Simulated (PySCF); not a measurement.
H₂Cl₃NTi, charge +1, doublet, geometry from GFN2-xTB (such geometries of metal compounds can be far from the true shape) (the multiplicity is a formal guess); BHANDHLYP/STO-3G (PySCF).

PySCF was given this input:
```python
from pyscf import gto, scf, dft

mol = gto.M(
    atom='''
Ti   -0.159332   -0.287538   -0.030015
Cl    1.814963   -0.363306   -0.828807
Cl    0.049590    0.371138    1.989703
Cl   -1.030692    1.412705   -0.997611
N    -1.115634   -1.865280   -0.221192
H    -0.920946   -2.619670   -0.890115
H    -1.939956   -2.146664    0.322930
''',
    basis='sto-3g',
    charge=1,
    spin=1,
    verbose=4,
)

mf = dft.UKS(mol)
mf.xc = 'bhandhlyp'
mf.grids.atom_grid = (99, 590)
mf.grids.prune = None
mf.kernel()
```

It wrote (shortened):

```
PySCF version 2.14.0

[INPUT] verbose = 4
[INPUT] num. atoms = 7
[INPUT] num. electrons = 81
[INPUT] charge = 1
[INPUT] spin (= nelec alpha-beta = 2S) = 1
[INPUT] symmetry False subgroup None
[INPUT] Mole.unit = angstrom
[INPUT] Symbol           X                Y                Z      unit          X                Y                Z       unit  Magmom
[INPUT]  1 Ti    -0.159332000000  -0.287538000000  -0.030015000000 AA   -0.301093842879  -0.543368070405  -0.056720129629 Bohr   0.0
[INPUT]  2 Cl     1.814963000000  -0.363306000000  -0.828807000000 AA    3.429782996219  -0.686548839411  -1.566218240122 Bohr   0.0
[INPUT]  3 Cl     0.049590000000   0.371138000000   1.989703000000 AA    0.093711518517   0.701349174419   3.759993739225 Bohr   0.0
[INPUT]  4 Cl    -1.030692000000   1.412705000000  -0.997611000000 AA   -1.947725598780   2.669625544804  -1.885211568853 Bohr   0.0
[INPUT]  5 N     -1.115634000000  -1.865280000000  -0.221192000000 AA   -2.108242715253  -3.524868345629  -0.417992300945 Bohr   0.0
[INPUT]  6 H     -0.920946000000  -2.619670000000  -0.890115000000 AA   -1.740335715514  -4.950458836739  -1.682073569367 Bohr   0.0
[INPUT]  7 H     -1.939956000000  -2.146664000000   0.322930000000 AA   -3.665985533707  -4.056607041463   0.610249257406 Bohr   0.0

nuclear repulsion = 544.630783255257
number of shells = 28
number of NR pGTOs = 156
number of NR cGTOs = 52
basis = sto-3g
ecp = {}

******** <class 'pyscf.dft.uks.UKS'> ********
method = UKS
initial guess = minao
damping factor = 0
level_shift factor = 0
DIIS = <class 'pyscf.scf.diis.CDIIS'>
diis_start_cycle = 1
diis_space = 8
diis_damp = 0
SCF conv_tol = 1e-09
SCF conv_tol_grad = None
SCF max_cycles = 50
direct_scf = True
direct_scf_tol = 1e-13
number electrons alpha = 41  beta = 40
XC library pyscf.dft.libxc version 7.1.2
    S. Lehtola, C. Steigemann, M. J. T. Oliveira, and M. A. L. Marques,  SoftwareX 7, 1–5 (2018)
XC functionals = bhandhlyp
    A. D. Becke,  J. Chem. Phys. 98, 1372 (1993)
    Defined through Gaussian implementation.
radial grids:
    Treutler-Ahlrichs [JCP 102, 346 (1995); DOI:10.1063/1.469408] (M4) radial grids

becke partition: Becke, JCP 88, 2547 (1988); DOI:10.1063/1.454033
pruning grids: None
grids dens level: 3
symmetrized grids: False
atomic radii adjust function: <function treutler_atomic_radii_adjust>
User specified grid scheme (99, 590)
small_rho_cutoff = 0
Set gradient conv threshold to 3.16228e-05
tot grids = 408872
init E= -2260.40943563322

cycle= 1 E= -2261.40070632879  delta_E= -0.991  |g|= 0.43  |ddm|=  2.5
cycle= 2 E= -2260.6644649551  delta_E= 0.736  |g|= 1.27  |ddm|= 2.26
cycle= 3 E= -2261.5898031029  delta_E= -0.925  |g|= 0.0763  |ddm|= 1.39
cycle= 4 E= -2261.59425491509  delta_E= -0.00445  |g|= 0.0197  |ddm|= 0.131
cycle= 5 E= -2261.59459230644  delta_E= -0.000337  |g|= 0.00759  |ddm|= 0.0416
cycle= 6 E= -2261.5946628815  delta_E= -7.06e-05  |g|= 0.00218  |ddm|= 0.0173
cycle= 7 E= -2261.59467181102  delta_E= -8.93e-06  |g|= 0.000624  |ddm|= 0.00856
cycle= 8 E= -2261.59467274556  delta_E= -9.35e-07  |g|= 0.000303  |ddm|= 0.00282
cycle= 9 E= -2261.59467299727  delta_E= -2.52e-07  |g|= 0.000156  |ddm|= 0.00151
cycle= 10 E= -2261.59467306771  delta_E= -7.04e-08  |g|= 6.6e-05  |ddm|= 0.000862
cycle= 11 E= -2261.59467308541  delta_E= -1.77e-08  |g|= 1.48e-05  |ddm|= 0.000566
cycle= 12 E= -2261.59467308632  delta_E= -9.04e-10  |g|= 3.09e-06  |ddm|= 0.000136
Extra cycle  E= -2261.59467308634  delta_E= -2.36e-11  |g|= 1.44e-06  |ddm|= 1.18e-05
converged SCF energy = -2261.59467308634  <S^2> = 0.76263019  2S+1 = 2.0125906
```
